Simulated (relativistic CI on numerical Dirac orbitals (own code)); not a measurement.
Mo⁴⁺: 4p photoemission

Computed with this model: Dirac-Coulomb-Breit CI, orbitals from a KLI potential per configuration, QED by a radiative potential, valence Slater integrals scaled by 0.8, multiplet model of photoemission in the sudden approximation; configurations [Kr] 4d2 → [Ar] 3d10 4s2 4p5 4d2; 80 K; Lorentzian 1.68 eV and Gaussian 0.6 eV FWHM. Energies are those of the free ion, without screening or charge transfer. The energies are binding energies and can lie tens of eV above those of solids. S is read from ⟨S²⟩ = S(S + 1).

Field parameters in Wybourne normalisation: Oh B⁴₀ = 21Dq, B⁴₄ = √(5/14) B⁴₀. The field is a parameter set, without covalency.

Computed curve for Oh, 10Dq = 20000 cm⁻¹, scaled to 100 at the maximum (points under 2 are left out and the grid is thinned):

```json
{"Energy (eV)": "82.4", "Intensity": "2.1"}
{"Energy (eV)": "82.8", "Intensity": "2.3"}
{"Energy (eV)": "83.4", "Intensity": "2.7"}
{"Energy (eV)": "83.8", "Intensity": "3.0"}
{"Energy (eV)": "84.2", "Intensity": "3.3"}
{"Energy (eV)": "84.6", "Intensity": "3.8"}
{"Energy (eV)": "85.2", "Intensity": "4.7"}
{"Energy (eV)": "85.6", "Intensity": "5.4"}
{"Energy (eV)": "86.0", "Intensity": "6.4"}
{"Energy (eV)": "86.4", "Intensity": "7.8"}
{"Energy (eV)": "87.0", "Intensity": "10.8"}
{"Energy (eV)": "87.4", "Intensity": "13.9"}
{"Energy (eV)": "87.8", "Intensity": "18.8"}
{"Energy (eV)": "88.2", "Intensity": "26.6"}
{"Energy (eV)": "88.8", "Intensity": "46.7"}
{"Energy (eV)": "89.2", "Intensity": "61.7"}
{"Energy (eV)": "89.6", "Intensity": "70.5"}
{"Energy (eV)": "90.0", "Intensity": "76.7"}
{"Energy (eV)": "90.6", "Intensity": "92.6"}
{"Energy (eV)": "91.0", "Intensity": "99.9"}
{"Energy (eV)": "91.4", "Intensity": "97.5"}
{"Energy (eV)": "91.8", "Intensity": "88.0"}
{"Energy (eV)": "92.4", "Intensity": "74.9"}
{"Energy (eV)": "92.8", "Intensity": "66.5"}
{"Energy (eV)": "93.2", "Intensity": "58.4"}
{"Energy (eV)": "93.6", "Intensity": "52.9"}
{"Energy (eV)": "94.2", "Intensity": "46.6"}
{"Energy (eV)": "94.6", "Intensity": "40.3"}
{"Energy (eV)": "95.0", "Intensity": "33.8"}
{"Energy (eV)": "95.4", "Intensity": "29.0"}
{"Energy (eV)": "96.0", "Intensity": "25.2"}
{"Energy (eV)": "96.4", "Intensity": "22.9"}
{"Energy (eV)": "96.8", "Intensity": "19.7"}
{"Energy (eV)": "97.2", "Intensity": "16.5"}
{"Energy (eV)": "97.8", "Intensity": "13.1"}
{"Energy (eV)": "98.2", "Intensity": "11.2"}
{"Energy (eV)": "98.6", "Intensity": "9.4"}
{"Energy (eV)": "99.0", "Intensity": "7.9"}
{"Energy (eV)": "99.6", "Intensity": "6.3"}
{"Energy (eV)": "100.0", "Intensity": "5.7"}
{"Energy (eV)": "100.4", "Intensity": "5.7"}
{"Energy (eV)": "100.8", "Intensity": "6.0"}
{"Energy (eV)": "101.4", "Intensity": "7.3"}
{"Energy (eV)": "101.8", "Intensity": "9.0"}
{"Energy (eV)": "102.2", "Intensity": "10.4"}
{"Energy (eV)": "102.6", "Intensity": "10.5"}
{"Energy (eV)": "103.2", "Intensity": "9.1"}
{"Energy (eV)": "103.6", "Intensity": "7.8"}
{"Energy (eV)": "104.0", "Intensity": "6.6"}
{"Energy (eV)": "104.4", "Intensity": "6.1"}
{"Energy (eV)": "105.0", "Intensity": "7.2"}
{"Energy (eV)": "105.4", "Intensity": "9.2"}
{"Energy (eV)": "105.8", "Intensity": "10.8"}
{"Energy (eV)": "106.2", "Intensity": "10.1"}
{"Energy (eV)": "106.8", "Intensity": "6.7"}
{"Energy (eV)": "107.2", "Intensity": "5.0"}
{"Energy (eV)": "107.6", "Intensity": "4.2"}
{"Energy (eV)": "108.0", "Intensity": "3.6"}
{"Energy (eV)": "108.6", "Intensity": "2.6"}
{"Energy (eV)": "109.0", "Intensity": "2.0"}
```

The ground state has S = 1.00, and the centroid lies at 93.02 eV.
